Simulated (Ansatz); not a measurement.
System: sum formula H₂SiO, charge 1, multiplicity 2. 
Structure (B3LYP-D3(BJ)/def2-TZVP (Ansatz, a quantum-chemistry and plane-wave program) minimum search):
```
Si
O 1 1.6062
H 1 1.4716 2 115.14
H 1 1.4716 3 129.73 2 -180.00
```
Charge +1, spin multiplicity 2.

Parts of the frozen-core correlation energy in cc-pV(D+d)Z (Ansatz, hartree). Frozen orbitals: 6; correlated occupied orbitals by spin: 6 and 5; virtual: 35 and 36. Open shells are spin-unrestricted. Spin-orbit coupling is left out. No relativistic terms.

```tsv
term	value
reference (HF)	-364.62574
MP2 opposite-spin	…
MP2 same-spin	…
CCSD correlation	…
(T)	-0.00591
CCSDT minus CCSD(T)	-0.00119
T1 diagnostic	0.027
largest doubles amplitude	0.057
<S^2> of the reference	0.760
```

Task: Some entries are withheld; supply them.

Result: 
- MP2 opposite-spin, value: -0.17261
- MP2 same-spin, value: -0.04693
- CCSD correlation, value: -0.25012
